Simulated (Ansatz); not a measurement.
`[F][GeH]([F])[GeH3]` + `OBF` → `FB[O][GeH3]` + `[F][GeH2][F]`  (cleavage of the Ge–Ge bond)

Gas-phase electronic energies from Ansatz, PBE0-D4/def2-TZVP geometries. CCSD(T)/CBS is the MP2 limit (def2-TZVPP, def2-QZVPP) plus CCSD(T) − MP2 in def2-TZVPP, frozen cores. This one scheme is used for every species. Functionals use def2-TZVPP. B3LYP here is the variant with VWN-RPA as its local correlation; programs differ in this. HSE06 is defined as in plane-wave codes. For Ge outer-core shells are correlated without core-valence functions, which leaves a few kJ/mol of doubt a bond. Scalar relativity is left out up to krypton. Each species was taken in one conformer, which may not be the lowest.

```
        level  ΔE (kJ/mol)
       PBE-D4         21.8
       B97M-V         -2.5
     B3LYP-D4          9.2
     BHLYP-D4          2.0
       revPBE         20.4
        HSE06         15.8
    CAM-B3LYP          1.5
HF/def2-TZVPP        -17.6
```

(1) What does CCSD(T)/CBS give? (An estimate is asked.)

Largest T1 diagnostic among the species: 0.013.

Results:

(1) Ansatz gave: +5.7 kJ/mol. The listed levels differ from it by 16.1, -8.2, 3.5, -3.7, 14.7, 10.1, -4.2, -23.3 kJ/mol.

Leaving LDA and LC-ωPBE aside and taking each functional with its dispersion term where it has one, the values spread over 24.2 kJ/mol, from B97M-V to PBE-D4. In def2-TZVPP, CCSD(T) changes the Hartree–Fock value by +17.3 kJ/mol (the triples alone add +1.0 kJ/mol) and MP2 by +14.7 kJ/mol.
